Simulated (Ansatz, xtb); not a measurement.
C3H2BrCl3: which of two isomers lies lower

We compare I, `ClCC(Br)=C(Cl)Cl`, a singlet, with II, `ClC/C(Cl)=C(\Cl)Br`, a singlet. Both are isolated molecules in the gas phase, relaxed with PBE-D3(BJ)/def2-SVP; the shapes shown needn't be the lowest conformers.

I (Å):

```yaml
atoms:
  - { symbol: C, position_ang: [-1.8521, 0.7493, -1.2077] }
  - { symbol: C, position_ang: [-0.4305, 1.1250, -1.4604] }
  - { symbol: C, position_ang: [0.1033, 1.3210, -2.6977] }
  - { symbol: Br, position_ang: [0.6608, 1.2640, 0.0803] }
  - { symbol: Cl, position_ang: [-2.0168, -0.9916, -0.7258] }
  - { symbol: Cl, position_ang: [1.7489, 1.7436, -2.9804] }
  - { symbol: Cl, position_ang: [-0.8551, 1.1661, -4.1397] }
  - { symbol: H, position_ang: [-2.4586, 0.8958, -2.1192] }
  - { symbol: H, position_ang: [-2.2735, 1.3477, -0.3782] }
```

II (Å):

```xyz
9

C    -1.1669   -0.1205   -1.3182
C    -0.7476    0.9946   -2.2191
C    -0.2816    2.1985   -1.7835
Br    0.2319    3.5889   -2.9468
Cl   -2.9696   -0.3158   -1.2850
Cl   -0.9358    0.6810   -3.9147
Cl   -0.1134    2.5579   -0.0961
H    -0.8356    0.0686   -0.2823
H    -0.7508   -1.0808   -1.6775
```

Problem. Estimate E(II) − E(I) at the level CCSD(T)/def2-SVP + ΔMP2/def2-TZVPP.

Solution. Too close to call at this level: CCSD(T)/def2-SVP + ΔMP2/def2-TZVPP gives E(II) − E(I) = +0.32 kcal/mol.

The same difference at several levels:

| level | geometry | E(II) − E(I) (kcal/mol) | departure from the last row (kcal/mol) | job, with rough time for the two |
| --- | --- | --- | --- | --- |
| PBE-D3(BJ)/def2-SVP | PBE-D3(BJ)/def2-SVP | +0.34 | +0.02 | optimisation, 34 s |
| HF/def2-SVP | PBE-D3(BJ)/def2-SVP | +0.10 | −0.23 | part of the CCSD(T) run |
| MP2/def2-SVP | PBE-D3(BJ)/def2-SVP | +0.50 | +0.17 | part of the CCSD(T) run |
| CCSD(T)/def2-SVP | PBE-D3(BJ)/def2-SVP | +0.33 | +0.01 | single point |
| CCSD(T)/def2-SVP + ΔMP2/def2-TZVPP | PBE-D3(BJ)/def2-SVP | +0.32 |  | single point, 70 s |

As drawn, both hold the same kinds of bond in the same numbers.

The largest departure from CCSD(T)/def2-SVP + ΔMP2/def2-TZVPP is that of HF/def2-SVP, 0.23 kcal/mol. Levels run at GFN2-xTB geometries aren't shown. The last row adds to CCSD(T) the change of the MP2 difference between the two basis sets, here −0.01 kcal/mol.

With thermal terms from frequencies at re-optimised GFN2-xTB minima (ideal gas, soft modes damped towards free rotors, one conformer each, 298.15 K, 1 atm): the zero-point term adds −0.04 kcal/mol; ΔH is +0.31 and ΔG +0.21 kcal/mol.

The correlated steps freeze 27 core orbitals; the filled d shell of Br is correlated, in a basis made for valence electrons. Run with Ansatz 0.2.0, xtb 6.7.1; the last row on 4 threads of Arm Neoverse V1 on a shared host.
